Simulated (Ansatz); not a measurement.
Reaction (atomization): `C[O][GeH]([Cl])[O][SiH3]` → C• + Cl• + Ge• + 7 H• + 2 O• + Si•

Program: Ansatz. Geometries: PBE0-D4/def2-TZVP. ΔE: electronic, gas phase. CCSD(T)/CBS is the MP2 limit (def2-TZVPP, def2-QZVPP) plus CCSD(T) − MP2 in def2-TZVPP, frozen cores. This one scheme is used for every species, atoms too. DFT in def2-TZVPP. B3LYP here is the variant with VWN-RPA as its local correlation; programs differ in this. Open shells (•) are unrestricted, without spin–orbit coupling. Spin–orbit coupling would lower the free atoms: a little for C, Cl, O, Si; clearly for Ge. Bonds to Ge are less sure, by a few kJ/mol each and by 10 to 20 or more in all where they break to atoms, as the def2 sets lack core-valence functions. Scalar relativity is left out up to krypton. One conformer a species, not always the lowest.

```json
{"level": "r2SCAN-D4", "ΔE (kcal/mol)": "1078.2", "difference from CCSD(T)/CBS": "-3.2"}
{"level": "PBE0-D4", "ΔE (kcal/mol)": "1065.3", "difference from CCSD(T)/CBS": "-16.1"}
{"level": "ωB97M-V", "ΔE (kcal/mol)": "1076.6", "difference from CCSD(T)/CBS": "-4.8"}
{"level": "B2PLYP", "ΔE (kcal/mol)": "1061.7", "difference from CCSD(T)/CBS": "-19.7"}
{"level": "PBE", "ΔE (kcal/mol)": "1073.7", "difference from CCSD(T)/CBS": "-7.7"}
{"level": "r2SCAN", "ΔE (kcal/mol)": "1076.1", "difference from CCSD(T)/CBS": "-5.3"}
{"level": "PBE0", "ΔE (kcal/mol)": "1058.1", "difference from CCSD(T)/CBS": "-23.3"}
{"level": "B3LYP", "ΔE (kcal/mol)": "1056.5", "difference from CCSD(T)/CBS": "-24.9"}
{"level": "SCS-MP2/def2-TZVPP", "ΔE (kcal/mol)": "1067.8", "difference from CCSD(T)/CBS": "-13.6"}
{"level": "CCSD/def2-TZVPP", "ΔE (kcal/mol)": "1038.1", "difference from CCSD(T)/CBS": "-43.3"}
{"level": "CCSD(T)/def2-TZVPP", "ΔE (kcal/mol)": "1054.0", "difference from CCSD(T)/CBS": "-27.4"}
{"level": "HF/def2-QZVPP", "ΔE (kcal/mol)": "782.7", "difference from CCSD(T)/CBS": "-298.7"}
{"level": "MP2/def2-QZVPP", "ΔE (kcal/mol)": "1088.3", "difference from CCSD(T)/CBS": "6.9"}
{"level": "HF/CBS(def2)", "ΔE (kcal/mol)": "783.0", "difference from CCSD(T)/CBS": "-298.4"}
{"level": "MP2/CBS(def2)", "ΔE (kcal/mol)": "1099.3", "difference from CCSD(T)/CBS": "17.9"}
{"level": "CCSD/CBS(def2)", "ΔE (kcal/mol)": "1065.5", "difference from CCSD(T)/CBS": "-15.9"}
{"level": "CCSD(T)/CBS", "ΔE (kcal/mol)": "1081.4", "difference from CCSD(T)/CBS": "0"}
```

Largest T1 diagnostic among the species: 0.012.

In def2-TZVPP, CCSD(T) changes the Hartree–Fock value by +273.3 kcal/mol (the triples alone add +15.9 kcal/mol) and MP2 by +291.1 kcal/mol; breaking electron pairs costs correlation energy, which Hartree–Fock lacks. The D4 term adds +13.2 kcal/mol with B3LYP and +7.1 kcal/mol with PBE0; it sums over pairs of atoms, weighted by their polarisabilities, and B3LYP, whose exchange is more repulsive, gets the larger term. From PBE to PBE0 (25 % exact exchange), in def2-TZVPP and without D4, ΔE moves by −15.5 kcal/mol: exact exchange takes away binding that semilocal exchange gives to molecules.

For atomizations the MP2-based limit and the directly extrapolated one differ by several kJ/mol either way, and by 10 to 25 for some Ge, Se and Sn compounds, so smaller differences from it don't rank the levels.
